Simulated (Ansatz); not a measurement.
Geometry optimisation, RKS BHLYP-D4/def2-SVP in Ansatz 0.2.0.

input.yaml

```yaml
crystal:
  periodic: [false, false, false]
  atoms:
    - { symbol: "N", position_ang: [-0.2534, 2.0785, 0.8382] }
    - { symbol: C, position_ang: [-0.3018, 1.0435, -0.1621] }
    - { symbol: B, position_ang: [0.1596, -0.3374, 0.4562] }
    - { symbol: Si, position_ang: [0.3681, -1.9307, -0.6273] }
    - { symbol: Br, position_ang: [-0.3504, -1.5015, -2.7567] }
    - { symbol: H, position_ang: [-1.19593, 2.53736, 0.94608] }
    - { symbol: H, position_ang: [0.47793, 2.78311, 0.66551] }
    - { symbol: H, position_ang: [-1.2856, 0.9332, -0.5722] }
    - { symbol: H, position_ang: [0.3805, 1.3373, -0.9576] }
    - { symbol: H, position_ang: [0.5005, -0.4, 1.6334] }
    - { symbol: H, position_ang: [-0.5959, -2.9722, -0.0328] }
    - { symbol: H, position_ang: [1.6984, -2.4262, -0.6154] }
basis:
  gaussian: { orbitals: def2-SVP }
hamiltonian:
  xc: { name: BHLYP }
  dispersion: d4
relax:
  f_tol: 0.015
  max_steps: 40
```

Run as:

```bash
$ ansatz run input.yaml --threads 2 --pin off --max-ram 3072MiB --backend cpu --events-out ev --progress --plain --runs-dir out
```

Question: Where does it end, and by what steps?

Answer: The run converged. After 26 steps the energy has fallen by 0.555 eV; H7 moved furthest, 0.93 Å.

```
step  energy less start (eV)  largest force component (eV/Å)  accepted
   0                  0.0000                           2.143       yes
   1                 -0.3257                           0.766       yes
   2                 -0.3933                           0.386       yes
   3                 -0.4034                           0.106       yes
   4                 -0.4168                           0.272       yes
   5                 -0.4085                           1.321        no
   6                 -0.4409                           0.314       yes
   7                 -0.4682                           0.384       yes
   8                 -0.5104                           0.235       yes
   9                 -0.5237                           0.363       yes
  10                 -0.5203                           0.341        no
  11                 -0.5412                           0.283       yes
  12                 -0.5367                           0.703        no
  13                 -0.5316                           0.892        no
  14                 -0.5467                           0.044       yes
  15                 -0.5479                           0.093       yes
  16                 -0.5488                           0.132       yes
  17                 -0.5493                           0.135       yes
  18                 -0.5504                           0.061       yes
  19                 -0.5508                           0.147       yes
  20                 -0.5531                           0.057       yes
  21                 -0.5535                           0.098       yes
  22                 -0.5541                           0.110       yes
  23                 -0.5521                           0.164        no
  24                 -0.5549                           0.024       yes
  25                 -0.5550                           0.044       yes
  26                 -0.5551                           0.014       yes
```

```xyz
12
Properties=species:S:1:pos:R:3
N -0.595 2.140 0.825
C -0.351 1.066 -0.104
B 0.246 -0.244 0.464
Si 0.318 -1.939 -0.623
Br -0.595 -1.624 -2.655
H -0.813 3.005 0.353
H 0.204 2.307 1.418
H -1.255 0.847 -0.687
H 0.402 1.285 -0.904
H 0.769 -0.259 1.548
H -0.437 -3.036 0.026
H 1.707 -2.403 -0.847
```

Time of the run: 2.5 min on 2 threads of AMD EPYC 7R43 64-Core Processor (Zen 3), with other jobs on the host, peak memory 0.35 GiB.
